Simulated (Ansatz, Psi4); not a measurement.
Input for Psi4:
```
memory 2 GB

molecule {
1 2
  Te   -0.00025533    0.04223806    0.00196862
  H    -1.17931590   -1.10419009   -0.07625629
  H     1.19259301   -1.09218903   -0.02611171
}

set basis def2-svp
set reference uks
set scf_type pk
set puream true
set d_convergence 1e-8
set dft_radial_points 99
set dft_spherical_points 590

energy('r2scan')
print_variables()
```

Give the equivalent Ansatz (a quantum-chemistry and plane-wave program) input.

One answer among several that fit: 
Ansatz 0.2 input:
```yaml
crystal:
  periodic: [false, false, false]
  atoms:
    - {symbol: Te, position_ang: [-0.00025533, 0.04223806, 0.00196862]}
    - {symbol: H, position_ang: [-1.17931590, -1.10419009, -0.07625629]}
    - {symbol: H, position_ang: [1.19259301, -1.09218903, -0.02611171]}
basis:
  gaussian:
    orbitals: def2-SVP
hamiltonian:
  xc: r2scan
total_charge: 1
magnetization: {spin_polarized: true, initial_magnetization: 1}
accuracy: high
```

Both were run: Psi4 gave -268.971035 Eh and Ansatz -268.970788 Eh, 0.247 mEh apart.
